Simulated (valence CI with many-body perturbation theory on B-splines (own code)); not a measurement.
E1 line list for Se20+

Computed by relativistic CI+MBPT: four valence electrons over a frozen Dirac-Fock core [Ne], a basis of 11 s, 11 p, 10 d, 8 f, 5 g, 2 h functions for each j, with the one-electron correlation potential Σ1, the two-electron term Σ2, the three-electron term Σ3, Breit, model QED; selected CI, second order for the rest, scaled by the run's own slope (own B-spline code, finite nucleus).

No measured spectrum was set against this ion. As an estimate, levels of excited configurations hold to 0.05 to 0.15 % of their energy, terms of the ground configuration to about 0.5 %. Among the levels kept, up to 790 cm⁻¹ of a level comes from second order outside the variational space, and about a tenth of that is noise between levels of different J, which matters for small intervals.

Lines 201 to 250 of 573 in falling wavelength, among levels below 1970900 cm⁻¹, chosen from the strongest by gf and those to the six lowest levels. Wavelengths and rates use the calculated energies, so an error of 300 cm⁻¹ moves a line at 15.89 nm by 0.048 % and its rate by three times that or more. Electric multipoles are in the length gauge, E1 and E2 with the static RPA response of the core. Weak lines are less certain than strong ones. Lines between different terms over intervals too small for the method are left out, as are lines whose strength nearly cancels. Where a level lies close to another of its J and parity, the split of strength between their lines is uncertain. The highest levels of a list are the least certain.

Names give the largest LS component (configuration and term), which can be under half, so a name can repeat, a term be missing and a line seem to break the LS rules; names also repeat where a configuration has a term twice. Letters in brackets count levels of one name in rising energy.

```csv
λ vac (nm),Upper,Lower,A (s⁻¹),S (a.u.)
15.89,3s 3p2 3d 3F_2 [b],3s2 3p 3d 3F°_3,3.64e+10,3.61e-01
15.89,3p3 3d 1F°_3 [a],3s 3p2 3d 3G_4,4.63e+09,6.42e-02
15.88,3p3 3d 1D°_2 [b],3s 3p2 3d 3D_2 [a],8.41e+09,8.31e-02
15.88,3p3 3d 3D°_2 [c],3s 3p2 3d 3F_3 [b],7.31e+09,7.23e-02
15.87,3s 3p2 3d 3P_1 [a],3s 3p3 3P°_2,1.71e+10,1.01e-01
15.86,3s 3p 3d2 3D°_3,3s 3p2 3d 3D_2 [c],1.48e+10,2.03e-01
15.84,3s2 3p 3d 3F°_2,3s2 3p2 3P_2,2.62e+09,2.57e-02
15.82,3p3 3d 3F°_3 [a],3p4 3P_2,3.78e+09,5.18e-02
15.81,3s 3p 3d2 3G°_5,3s 3p2 3d 3F_4 [b],1.16e+10,2.49e-01
15.80,3s 3p2 3d 3P_2 [c],3s2 3p 3d 3D°_2,1.71e+10,1.66e-01
15.79,3s 3p 3d2 3G°_3 [b],3s 3p2 3d 3D_2 [c],3.69e+09,5.02e-02
15.79,3s 3p 3d2 3F°_2,3s 3p2 3d 3G_3,2.22e+10,2.15e-01
15.70,3s 3p 3d2 5D°_4 [c],3s 3p2 3d 3G_5,3.99e+09,6.86e-02
15.70,3s 3p2 3d 3P_1 [c],3s2 3p 3d 3P°_2 [b],3.97e+10,2.27e-01
15.69,3s 3p2 3d 5F_1,3s 3p3 5S°_2,6.86e+07,3.92e-04
15.66,3s 3p 3d2 3F°_3,3s 3p2 3d 3G_4,9.27e+09,1.23e-01
15.63,3s 3p2 3d 1D_2 [b],3s2 3p 3d 3D°_1,1.22e+10,1.15e-01
15.62,3s 3p 3d2 3F°_4,3s 3p2 3d 1F_3 [a],6.00e+09,1.02e-01
15.60,3s 3p2 3d 3D_3 [d],3s2 3p 3d 3P°_2 [a],2.12e+10,2.78e-01
15.58,3s 3p2 3d 3D_2 [d],3s2 3p 3d 3F°_2,2.87e+10,2.68e-01
15.56,3s2 3p 3d 3P°_1,3s2 3p2 1S_0,8.60e+07,4.80e-04
15.56,3p3 3d 1F°_3 [b],3s 3p2 3d 1G_4,8.93e+09,1.16e-01
15.55,3s2 3p 3d 3P°_2 [a],3s2 3p2 1D_2,7.02e+09,6.51e-02
15.51,3s 3p2 3d 3D_1 [c],3s2 3p 3d 3F°_2,2.64e+10,1.46e-01
15.50,3s 3p 3d2 3D°_2,3s 3p2 3d 1F_3 [a],7.30e+09,6.71e-02
15.49,3s 3p 3d2 3G°_4 [a],3s 3p2 3d 3F_3 [b],2.97e+09,4.91e-02
15.49,3s 3p 3d2 3H°_5,3s 3p2 3d 3G_5,4.89e+09,9.86e-02
15.48,3s 3p2 3d 1D_2 [c],3s2 3p 3d 1F°_3,6.22e+10,5.69e-01
15.45,3s 3p2 3d 5F_2,3s 3p3 5S°_2,5.76e+08,5.25e-03
15.45,3s2 3d2 3P_2,3s2 3p 3d 1P°_1,1.93e+10,1.76e-01
15.44,3p3 3d 3D°_2 [b],3s 3p2 3d 3F_3 [a],1.16e+10,1.06e-01
15.43,3s 3p2 3d 3D_2 [e],3s2 3p 3d 3P°_2 [a],6.91e+09,6.27e-02
15.42,3s 3p 3d2 3F°_4,3s 3p2 3d 3G_5,1.54e+10,2.52e-01
15.41,3s 3p3 3S°_1,3s2 3p2 3P_1,2.51e+10,1.36e-01
15.36,3p3 3d 1F°_3 [b],3s 3p2 3d 3D_3 [a],6.56e+09,8.22e-02
15.35,3p3 3d 3D°_1 [c],3s 3p2 3d 3D_1 [a],9.22e+09,4.93e-02
15.34,3s 3p2 3d 1P_1 [b],3s2 3p 3d 3D°_1,1.00e+10,5.35e-02
15.34,3s 3p2 3d 3P_0 [c],3s2 3p 3d 3P°_1,6.48e+10,1.15e-01
15.34,3s 3p2 3d 1D_2 [b],3s2 3p 3d 3P°_2 [a],8.17e+09,7.28e-02
15.32,3p3 3d 3F°_4 [b],3s 3p2 3d 3F_4 [a],3.46e+09,5.52e-02
15.30,3p3 3d 1D°_2 [b],3s 3p2 3d 3P_1 [a],1.17e+10,1.03e-01
15.28,3s2 3p 3d 3F°_2,3s2 3p2 3P_1,1.30e+09,1.14e-02
15.28,3s 3p2 3d 3D_3 [d],3s2 3p 3d 3F°_4,1.09e+10,1.34e-01
15.26,3s2 3p 3d 3F°_3,3s2 3p2 3P_2,3.73e+09,4.58e-02
15.26,3s2 3p 3d 3D°_1,3s2 3p2 1D_2,5.89e+09,3.10e-02
15.26,3s 3p2 3d 1P_1 [a],3s2 3p 3d 1D°_2,2.74e+10,1.44e-01
15.23,3s 3p 3d2 3F°_4,3s 3p2 3d 3D_3 [a],9.29e+09,1.46e-01
15.23,3s 3p2 3d 1F_3 [b],3s2 3p 3d 3P°_2 [b],8.30e+09,1.01e-01
15.20,3s 3p 3d2 5F°_3 [b],3s 3p2 3d 3P_2 [a],5.25e+09,6.36e-02
15.18,3s 3p 3d2 3H°_4,3s 3p2 3d 3G_3,3.22e+10,5.01e-01
```
